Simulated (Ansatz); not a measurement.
Total energies of Sn3H2 from Ansatz at PBE0-D4/def2-TZVP, gas phase (1 Eh = 27.2114 eV = 2625.5 kJ/mol). The reference geometry is relaxed at PBE-D4/def2-SVP.

```csv
atom,x (Å),y (Å),z (Å)
Sn1,-0.656,1.476,-0.992
Sn2,1.316,0.936,0.993
Sn3,-0.364,-1.345,-0.004
H4,-1.487,-0.167,-1.350
H5,1.190,-0.901,1.354
```

```csv
state,geometry,energy (Eh)
charge 0 singlet,reference,-644.16443
charge 1 doublet,reference,-643.89925
charge 0 triplet,relaxed at PBE-D4/def2-SVP,-644.13471
charge 0 quintet,relaxed at PBE-D4/def2-SVP,-644.08483
free Sn atom (triplet),–,-214.25870
free H atom (doublet),–,-0.50104
```

In the def2 sets Sn takes a core potential; there is no spin–orbit coupling.

Problem. Work out the vertical ionisation energy to the doublet.

Solution. E(charge 1 doublet) − E(charge 0 singlet) = -643.89925 − (-644.16443) = 0.26518 Eh = 7.22 eV. For comparison, −ε of the highest occupied level is 5.61 eV at this level, 1.61 eV less.

Problem. Which of the charge 0 states is lowest, and how far above it are the others?

Solution. The singlet. triplet: -644.13471 − (-644.16443) = 0.02972 Eh = 78.0 kJ/mol; quintet: -644.08483 − (-644.16443) = 0.07960 Eh = 209.0 kJ/mol. The triplet differs in its bonds from the reference.

Problem. What is the binding energy per atom against free atoms?

Solution. Atoms: 3 × (-214.25870) + 2 × (-0.50104) = -643.77818 Eh. Binding: -643.77818 − (-644.16443) = 0.38625 Eh = 10.51 eV, or 2.10 eV for each of 5 atoms (no zero-point energy, no counterpoise term).

The structure comes from a short search, and lower isomers may exist.
